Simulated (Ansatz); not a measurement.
C3H6AlFO, SMILES `CO/C(F)=[CH]/[AlH2]`. The species carries charge 0 and has multiplicity 1. Geometry: relaxed with PBE0-D4/def2-TZVP. It is one conformer, not always the lowest.

```xyz
12

C    -1.114   -0.259   -2.135
O    -0.058   -0.647   -1.264
C     0.044   -0.076   -0.074
F    -0.913    0.831    0.138
C     0.979   -0.345    0.841
Al    1.115    0.490    2.556
H    -0.982   -0.860   -3.032
H    -2.089   -0.468   -1.691
H    -1.048    0.801   -2.388
H     1.684   -1.106    0.517
H     2.299    0.039    3.513
H     0.082    1.600    3.021
```

Problem. What is the dipole moment at r2SCAN/def2-TZVPP? (Best estimate.)

Solution. Ansatz gave: 3.16 D, with components (-1.34, -0.46, -2.83) D in this frame, pointing from negative to positive charge.

Problem. And with PBE, B3LYP, ωB97M-V? (An estimate is asked.)

Solution. Computed: PBE 3.16 D, B3LYP 2.97 D, ωB97M-V 2.89 D.

Problem. Give the Mulliken charges with r2SCAN, ωB97M-V, PBE in def2-TZVPP. (Estimate.)

Solution. Computed: 
```
atom  r2SCAN  ωB97M-V    PBE
  C1   -0.02    -0.21  -0.18
  O2   -0.26    -0.25  -0.19
  C3    0.44     0.38   0.32
  F4   -0.19    -0.19  -0.15
  C5   -0.47    -0.41  -0.35
 Al6    0.49     0.40   0.33
  H7    0.08     0.14   0.12
  H8    0.08     0.14   0.12
  H9    0.08     0.14   0.12
 H10    0.08     0.10   0.09
 H11   -0.16    -0.12  -0.12
 H12   -0.15    -0.11  -0.12
```

B3LYP here is the variant with VWN-RPA as its local correlation; programs differ in this.
